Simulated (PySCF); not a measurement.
## Sn (tin, neutral) across methods

[Kr] 4d10 5s1 5p3, high-spin 5S determinant (an excited configuration). Computed with PySCF 2.14 in aug-cc-pVQZ-PP with one added diffuse shell each of s, p, d, f, g type with ECP28MDF (8s8p6d4f3g, 117 functions), with a scalar-relativistic core potential.

```
 method  E (hartree)  mean ε 4d β (eV)  mean ε 5s α (eV)  mean ε 5p α (eV)  Σ⟨r²⟩ (bohr²)   ⟨S²⟩
    LDA    -213.7114           -26.367           -12.389            -5.083          59.62  6.002
    M06    -214.1084           -29.382           -13.273            -5.668          59.71  6.001
    UHF   -213.23173           -36.229           -18.293            -8.534          59.67  6.005
    PBE    -214.0597           -26.290           -12.201            -5.000          59.68  6.002
wB97M-V    -214.0303           -31.595           -16.618            -7.962          59.40  6.002
   PBE0    -214.0841           -29.003           -13.890            -5.989          59.25  6.002
 r2SCAN    -214.1636           -26.815           -12.883            -5.320          58.80  6.004
```

(1) Estimate the same row for CAM-B3LYP.

Energies and moments cover only the electrons outside the core potential.

Results:

(1) E (hartree) = -214.0464; mean ε 4d β (eV) = -30.428; mean ε 5s α (eV) = -15.464; mean ε 5p α (eV) = -7.020; Σ⟨r²⟩ (bohr²) = 59.33; ⟨S²⟩ = 6.001.
